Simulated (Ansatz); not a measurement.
The cluster Ag13⁺, relaxed as a singlet with RKS PBE-D4/def2-SVP in Ansatz, starting from the GFN1-xTB geometry. Force threshold 0.03 eV/Å.

In the def2 sets Ag takes a core potential; there is no spin–orbit coupling. Another isomer (singlet) lies 0.73 eV lower at PBE-D4/def2-SVP; other spin states weren't run for this one.

Start:

```xyz
13

Ag   -0.658    0.023   -2.750
Ag    0.935   -3.180    1.100
Ag   -0.768   -1.091    1.697
Ag   -2.258    0.175   -0.475
Ag    1.296    0.555    2.767
Ag    1.658   -0.617    0.152
Ag   -0.567   -2.106   -0.980
Ag    1.712   -1.493   -2.555
Ag   -0.612    2.407   -1.205
Ag    1.587    2.220    0.552
Ag   -3.202    0.173    2.152
Ag    1.853    1.216   -2.025
Ag   -0.975    1.717    1.570
```

| step | energy (eV) | largest force component (eV/Å) | SCF passes |
| --- | --- | --- | --- |
| 1 | -51998.5986 | 0.340 | 29 |
| 2 | -51998.6727 | 0.186 | 29 |
| 3 | -51998.6965 | 0.073 | 24 |
| 4 | -51998.7154 | 0.067 | 23 |
| 5 | -51998.7390 | 0.090 | 29 |
| 6 | -51998.7668 | 0.038 | 29 |
| 7 | -51998.7673 | 0.178 | 28 |
| 8 | -51998.7758 | 0.125 | 30 |
| 9 | -51998.7811 | 0.038 | 24 |
| 10 | -51998.7821 | 0.023 | 24 |

Force components are those of the run's own axes.

End:

```xyz
13

Ag   -0.5187   -0.1528   -2.6169
Ag    0.9912   -2.8627    1.2599
Ag   -1.1702   -1.3739    1.7768
Ag   -2.1923    0.1448   -0.4195
Ag    1.5145    0.3078    2.5304
Ag    0.8801   -0.2349   -0.1383
Ag   -0.6507   -2.3385   -0.9324
Ag    1.9547   -1.3350   -2.5076
Ag   -0.4600    2.3382   -1.2370
Ag    1.6750    2.2953    0.5423
Ag   -3.2532    0.3141    2.2464
Ag    2.0358    1.4420   -2.1564
Ag   -0.8062    1.4556    1.6523
```

Bonds formed: Ag1–Ag6, Ag2–Ag5, Ag4–Ag6, Ag6–Ag9, Ag6–Ag13 (atoms count from 1).

No frequencies were taken in this run, so the end may be a saddle point.

Hardware: 6 threads of Intel Xeon on a shared host. Wall time 4.4 min, peak host memory 1.6 GiB.
